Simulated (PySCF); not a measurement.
# Atomic charges by several schemes

C5H5ClN2O.
Geometry (GFN2-xTB, Å), atoms numbered from 1 in this order:
```xyz
14
C5H5ClN2O angstrom
Cl     3.6772    1.6291    0.0676
C      2.5460    0.3924    0.0764
N      2.7587   -0.8769    0.1399
N      1.5473   -1.4682    0.1171
C      0.6561   -0.5319    0.0400
C     -0.7852   -0.7017   -0.0088
C     -1.6132    0.2702   -0.8141
C     -1.6686    0.3163    0.6721
O      1.2304    0.7001    0.0095
H     -1.0730   -1.7430    0.0140
H     -1.0895    1.0599   -1.3308
H     -2.4553   -0.1307   -1.3559
H     -1.1828    1.1374    1.1769
H     -2.5489   -0.0535    1.1739
```

Density: PBE0/pcSseg-1 (PySCF); schemes: Mulliken, IAO, Hirshfeld and ESP-fitted. One conformer (not necessarily the lowest) at the GFN2-xTB geometry, without solvent, vibrations or thermal averaging.

Task: Do the Mulliken, IAO, Hirshfeld and ESP-fitted schemes agree on where the charge is highest?

Result: All schemes agree: Mulliken C5 (+0.413); IAO C5 (+0.295); Hirshfeld C5 (+0.134); ESP-fitted C5 (+0.890).

Task: At which atom do the 4 schemes differ most?

Result: At C5: from +0.134 (Hirshfeld) to +0.890 e (ESP-fitted), 0.756 e apart.

Task: Give the atomic charges in each scheme.

Result: In e:

```
atom                  environment  Mulliken     IAO  Hirshfeld  ESP-fitted
 Cl1                aryl chlorine    -0.030  +0.076     +0.030      -0.018
  C2         aromatic C–Cl carbon    +0.396  +0.222     +0.121      +0.307
  N3       pyridine-type nitrogen    -0.247  -0.210     -0.158      -0.260
  N4       pyridine-type nitrogen    -0.269  -0.221     -0.154      -0.492
  C5  substituted aromatic carbon    +0.413  +0.295     +0.134      +0.890
  C6         benzylic-type carbon    -0.254  -0.160     -0.040      -0.523
  C7   three-membered-ring carbon    -0.172  -0.281     -0.078      -0.212
  C8   three-membered-ring carbon    -0.173  -0.281     -0.078      -0.227
  O9            furan-type oxygen    -0.389  -0.265     -0.061      -0.251
 H10             methine hydrogen    +0.145  +0.183     +0.067      +0.225
 H11           methylene hydrogen    +0.145  +0.160     +0.050      +0.109
 H12           methylene hydrogen    +0.144  +0.161     +0.058      +0.169
 H13           methylene hydrogen    +0.145  +0.160     +0.050      +0.112
 H14           methylene hydrogen    +0.144  +0.161     +0.058      +0.174
```

Mean size of the charges over all atoms: ESP-fitted 0.284 e, Mulliken 0.219 e, IAO 0.203 e, Hirshfeld 0.081 e. Each set sums to the total charge, 0, to within 0.001 e. The ESP scheme is a least-squares fit of atom-centred charges to the potential on four shells outside the van der Waals surface, with the total charge fixed.

Task: How closely do the schemes follow one another over all atoms?

Result: Correlation coefficient and root-mean-square difference: Mulliken with IAO 0.94, 0.089 e; IAO with Hirshfeld 0.93, 0.132 e; Mulliken with Hirshfeld 0.91, 0.167 e; Mulliken with ESP-fitted 0.91, 0.167 e; Hirshfeld with ESP-fitted 0.86, 0.281 e; IAO with ESP-fitted 0.86, 0.206 e.

Task: How many electrons does the Hirshfeld scheme count on C5?

Result: Z − q = 6 − (+0.134) = 5.866.
